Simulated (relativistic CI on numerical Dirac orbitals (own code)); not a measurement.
How well does a small relativistic CI reproduce V5+?

Calculated at this level of theory: Dirac-Coulomb-Breit CI, orbitals from a KLI potential per configuration, a model potential for QED, valence Slater integrals scaled by 0.85, P86 correlation estimate, and configurations built on the next ion tied to the tabulated ionisation energy (semi-empirical) (own radial code, finite nucleus).

CI space (outside the closed core [Ne]): 3s²3p⁶, 3s²3p⁵3d, 3s²3p⁵4s, 3s²3p⁵4p, 3s²3p⁵4d, 3s²3p⁵5s, 3s²3p⁵4f, 3s²3p⁴3d², 3s3p⁶3d, 3p⁶3d², 3s3p⁵3d², 3s²3p⁵5p, 3s3p⁶4s, 3s²3p⁵5d, 3s²3p⁵5f, 3s²3p⁵5g, 3s3p⁶4p, 3s²3p⁴3d4s, 3s3p⁶4d, 3s²3p⁴3d4p, 3s3p⁶5s, 3s3p⁶4f, 3s3p⁶5p, 3s3p⁶5d. Levels of other configurations are missing.

```tsv
Configuration	Term (tabulated)	J	Measured (cm⁻¹)	Computed	Error	Purity (%)
3s²3p⁶	1S	0	0.0	0	0	97
3s²3p⁵3d	1D°	2	345139.4	338272	-6867	69
3s²3p⁵3d	1F°	3	350644.5	342913	-7731	73
3s²3p⁵3d	1P°	1	445435.6	443395	-2041	98
3s3p⁶3d	3D †	1	549538.0	580747	31209	75
3s3p⁶3d	3D †	2	549863.6	581071	31208	75
3s3p⁶3d	3D †	3	550384.6	581591	31207	75
3s3p⁶3d	1D †	2	566433.0	594335	27902	68
3s²3p⁵4p	3S	1	602974.3	606549	3575	95
3s²3p⁵4p	3P	0	621757.1	625531	3774	97
3s²3p⁵4p	3P	1	623594.5	627341	3746	68
3s²3p⁵4p	1S	0	641800.3	645547	3747	95
3s²3p⁵4d	2[1/2]°	0	707280.3	710371	3091	99
3s²3p⁵4d	2[1/2]°	1	708044.6	711115	3070	95
3s²3p⁵4d	2[3/2]°	2	709747.4	712773	3025	85
3s²3p⁵4d	2[7/2]°	4	710695.2	713356	2661	99
3s²3p⁵4d	2[7/2]°	3	711426.2	713969	2543	61
3s²3p⁵4d	2[5/2]°	2	713742.3	716341	2599	55
3s²3p⁵4d	2[5/2]°	3	714667.9	717016	2348	49
3s²3p⁵4d	2[3/2]°	1	716760.4	719038	2277	50
3s²3p⁵4d	2[5/2]°	2	720074.9	722747	2672	44
3s²3p⁵4d	2[5/2]°	3	720836.0	723312	2476	49
3s²3p⁵4d	2[3/2]°	2	721187.6	723760	2572	54
3s²3p⁵4d	2[3/2]°	1	723421.6	725820	2398	48
3s²3p⁵5s	2[3/2]°	2	770494.5	771563	1069	100
3s²3p⁵5s	2[3/2]°	1	771723.1	772822	1099	53
3s²3p⁵4f	2[3/2]	1	777549.4	782297	4748	67
3s²3p⁵5s	2[1/2]°	1	778944.0	780104	1160	53
3s²3p⁵4f	2[9/2] †	5	781295.9	788843	7547	78
3s²3p⁵4f	2[9/2] †	4	782345.4	789053	6707	37
3s²3p⁵4f	2[7/2]	4	785705.4	791673	5968	35
3s²3p⁵4f	2[7/2]	4	791839.6	800721	8881	42
3s3p⁶4p	3P° †	1	841980.0	868059	26079	67
3s3p⁶4p	1P° †	1	849170.0	872671	23501	71
```

Measured levels from Sugar and Corliss, J. Phys. Chem. Ref. Data 7, 1191 (1978); pairs were made by configuration, J and term (by order where the table uses no LS term), so strongly mixed levels may be paired wrongly. Some J values or terms of the table were assigned by a fit.

Mean error by configuration (cm⁻¹): 3s²3p⁵3d -5546; 3s²3p⁵4p 3710; 3s²3p⁵4d 2644; 3s²3p⁵5s 1109; 3s²3p⁵4f 6532. Over the excited levels the mean absolute error is 3446 cm⁻¹ (33 of the 39 excited levels that our extract of the source holds in range could be paired, and the others can miss by more), and the median relative error of those above 1,000 cm⁻¹ is 0.43 %. † marks terms whose computed intervals miss the measured ones by more than a factor of 2.5, or configurations far off the rest, from wrong mixing, a near crossing or a doubtful label or measurement; they are left out of the means.
